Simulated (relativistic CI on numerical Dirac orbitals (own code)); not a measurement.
# L2,3 absorption of copper in several valence states

Computed multiplet spectra 2p⁶3dⁿ → 2p⁵3dⁿ⁺¹ (Dirac-Coulomb-Breit ions, Slater integrals scaled by 0.8, an assumed crystal field that grows with the charge, no charge transfer; 300 K; Lorentzian 0.4 eV and Gaussian 0.3 eV FWHM at both edges, so that L2 comes out sharper than in experiment). Peaks over 5 % are given in eV from the highest peak in the L3 region of each spectrum (height, largest 100). S of the lowest state is read from ⟨S²⟩, and the branching ratio is the share of L3, cut at the minimum between the edges.

Field parameters in Wybourne normalisation: Oh B⁴₀ = 21Dq, B⁴₄ = √(5/14) B⁴₀. The field is a parameter set, without covalency.

- Cu2+ (d9, Oh, 10Dq = 16850 cm⁻¹): S = 0.50, branching ratio 0.72; peaks 0.0 (100), 20.1 (39)
- Cu3+ (d8, Oh, 10Dq = 21750 cm⁻¹): S = 1.00, branching ratio 0.73; peaks 0.0 (100), 2.3 (19), 20.2 (25), 21.5 (24)
- Cu4+ (d7, Oh, 10Dq = 26650 cm⁻¹): S = 0.63, low spin, branching ratio 0.74; peaks -3.6 (72), -1.6 (92), -1.0 (55), 0.0 (100), 2.6 (6), 3.3 (8), 4.2 (10), 16.1 (8), 17.0 (28), 19.2 (52), 20.5 (22), 22.1 (9), 23.4 (5)

The centroid of the whole edge, which also moves with the branching ratio, lies at 938.0 (Cu2+), 941.6 (Cu3+), 944.1 (Cu4+) eV in this ionic model, in steps of 2.5 to 3.6 eV. Compounds show about 1 to 2 eV a unit and lower energies for the high valences, since ligands screen the charge. The multiplet shape follows the d count and the spin state, and so serves as a fingerprint of valence. Cu4+ lies at a spin crossover.
